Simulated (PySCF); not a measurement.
Compound: C3H8F3NSi.
SMILES: `CN([SiH3])CC(F)(F)F`

Torsions of this conformer, `[CH3:1][N:2]([SiH3:3])[CH2:4][C:5]([F:6])([F:7])[F:8]`: C1–N2–C4–C5 -81°, N2–C4–C5–F6 62°.

The closed-shell ground state was solved at several levels (PySCF, density fitting, gas phase, non-relativistic). The structure is a single PBE0-D3(BJ)/def2-SVP conformer in the gas phase; no vibrational or solvent corrections.

| level | basis functions | HOMO (eV) | LUMO (eV) | gap (eV) | dipole (D) |
| --- | --- | --- | --- | --- | --- |
| KT3/pcSseg-1 | 183 | -5.65 | -0.30 | 5.35 | 1.78 |
| PBE0/pcSseg-1 | 183 | -6.88 | 0.54 | 7.42 | 1.93 |

**Question.** What might CAM-B3LYP/def2-SVPD (237 basis functions) give for the same quantities?

**Answer.** HOMO -8.31 eV, LUMO 1.00 eV, gap 9.31 eV, dipole 2.07 D.

**Question.** Over all these levels, which gives the widest orbital gap and which the narrowest?

**Answer.** CAM-B3LYP/def2-SVPD (range-separated hybrid) has the widest, 9.31 eV, and KT3/pcSseg-1 (GGA) the narrowest, 5.35 eV. Functional and basis both differ between the two, so the spread mixes both effects.

**Question.** How far do the dipole and the HOMO energy spread over the levels?

**Answer.** The dipole runs from 1.78 to 2.07 D (mean 1.93 D) and the HOMO from -8.31 to -5.65 eV.
